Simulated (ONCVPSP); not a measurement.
**B: one change to an ONCV potential, before and after**

```
Element                 : boron
Generator               : ONCVPSP 4.0.1
Type                    : optimised norm-conserving Vanderbilt (ONCV)
Functional              : PBE
Relativity              : scalar-relativistic
Frozen core             : [He]
Valence charge          : 3
Reference configuration : 2s1 (charge +2)
Partial waves           : 2s: rc 1.20 bohr, ncon 5, nbas 9, qcut 6.9 1/bohr, 2 projectors, debl 0.4 Ha; p scattering state at 0.29 Ha: rc 1.00 bohr, ncon 5, nbas 9, qcut 6.6 1/bohr, 2 projectors, debl 0.4 Ha; d scattering state at 0.23 Ha: rc 1.20 bohr, ncon 4, nbas 9, qcut 8.3 1/bohr, 2 projectors, debl 3.2 Ha
Local potential         : polynomial inside 0.95 bohr (lpopt 5, dvloc0 3 Ha)
Core correction         : Teter function, fcfact 2.25, rcfact 1.6
```

In the s channel the program set the typed energies aside and used -1.157, 0.250 Ha. In the p channel the program set the typed energies aside and used 0.050, 0.450 Ha.

Change: core correction Teter function, fcfact 2.25, rcfact 1.16.

Cutoffs: the cutoffs (Ha) at which the residual kinetic energy of the hardest occupied pseudo-wave falls to 1 and 0.1 mHa per electron; they do not see the model core or the augmentation charge, which bear on the density cutoff. Errors are all-electron minus pseudo energies relative to the spin-unpolarised reference configuration.

Problem. What does the change do?

Solution. The potential gets neither clearly harder nor softer (13 Ha and 18 Ha → 13 Ha and 18 Ha); of the 4 tests that both files solve, the error grows in 4 and shrinks in 0 by more than 15 % and 0.3 meV (median size 45.0 → 84.4 meV); neither file shows a bound ghost. That the errors move this way runs against the usual rule that smaller radii transfer better. A model core, the more so a compact one, raises the density cutoff, which this test does not measure.

| quantity | base | changed |
| --- | --- | --- |
| cutoff, loose | 13 Ha | 13 Ha |
| cutoff, tight | 18 Ha | 18 Ha |
| bound ghosts | none | none |
| GHOST(+) flags under 300 eV | none | none |
| error for 2s2 2p1, meV [ΔE -33.64 eV] | +53 | +98 |
| error for 2s2, meV [ΔE -25.42 eV] | +17 | +29 |
| error for 2s2 2p0.5, meV [ΔE -30.75 eV] | +38 | +71 |
| error for 2s1 2p2, meV [ΔE -27.79 eV] | +84 | +156 |
| s: phases at 1.22 bohr within 0.05 rad from the reference energy up to (Ha; the scan ends near 5) | 4.2 | 4.2 |
| p: phases at 1.01 bohr within 0.05 rad from the reference energy up to (Ha; the scan ends near 5) | to the end of the scan | to the end of the scan |
| d: phases at 1.22 bohr within 0.05 rad from the reference energy up to (Ha; the scan ends near 5) | to the end of the scan | to the end of the scan |
| rms error of d²Exc/dni dnj with the model core, mHa | 3.73 | 9.11 |
